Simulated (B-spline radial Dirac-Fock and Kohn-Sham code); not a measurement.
**Tl⁷⁺: eigenvalues, ΔSCF and the reference**

System: the Tl⁷⁺ ion, configuration 1s2 2s2 2p6 3s2 3p6 3d10 4s2 4p6 4d10 4f14 5s2 5p6 5d6.

The density-functional columns are spherical, spin-unpolarised Dirac-Kohn-Sham results without Breit or QED terms: −ε is minus the orbital energy of the initial state and ΔSCF the difference of two total energies. The reference in the last column comes from ΔSCF Dirac-Fock with Breit, self-energy and vacuum polarisation, finite nucleus, configuration average. All numbers are from a radial atomic solver, in eV; a selection of levels is shown. The Kohn-Sham columns are given as differences from the reference. For the 1s level of heavy atoms much of the gap between ΔSCF and the reference is the Breit and QED part, -473.8 eV here; for other levels the error of the functional can be larger.

```
     level  PBE −ε − DF  PBE ΔSCF − DF  LDA −ε − DF  LDA ΔSCF − DF  Dirac-Fock
    K (1s)       -104.5         +532.6       -171.7         +463.2     85643.1
   L1 (2s)       -165.6          -44.5       -175.6          -54.2     15470.7
L2 (2p1/2)       -115.2          +41.0       -119.9          +36.4     14816.5
L3 (2p3/2)       -138.6           -8.5       -141.1          -10.8     12774.4
   M1 (3s)        -96.6          -58.3        -99.3          -60.8      3829.2
M2 (3p1/2)        -78.4          -37.2        -79.4          -38.1      3537.4
M3 (3p3/2)        -78.7          -41.7        -79.1          -42.0      3078.5
M4 (3d3/2)        -56.6          -12.5        -56.3          -12.2      2603.0
M5 (3d5/2)        -58.4          -15.8        -58.0          -15.4      2506.7
   N1 (4s)        -55.9          -36.4        -57.1          -37.7       969.8
N2 (4p1/2)        -47.9          -28.5        -48.5          -29.1       843.8
N3 (4p3/2)        -47.4          -29.0        -48.0          -29.6       731.5
N4 (4d3/2)        -34.7          -16.5        -34.7          -16.5       525.6
N5 (4d5/2)        -34.7          -16.8        -34.7          -16.8       504.6
N6 (4f5/2)        -16.7           +0.9        -16.2           +1.4       237.0
N7 (4f7/2)        -16.9           +0.5        -16.4           +1.0       232.6
   O1 (5s)        -18.9           -7.5        -18.6           -7.1       250.9
O2 (5p1/2)        -13.6           -2.6        -13.2           -2.2       205.1
O3 (5p3/2)        -13.6           -3.2        -13.3           -3.0       183.5
 O4,5 (5d)         -7.8           +1.2         -7.5           +1.6       117.6
```

Values without a named source are computed, but for edge energies of neutral atoms, which are taken from tables.
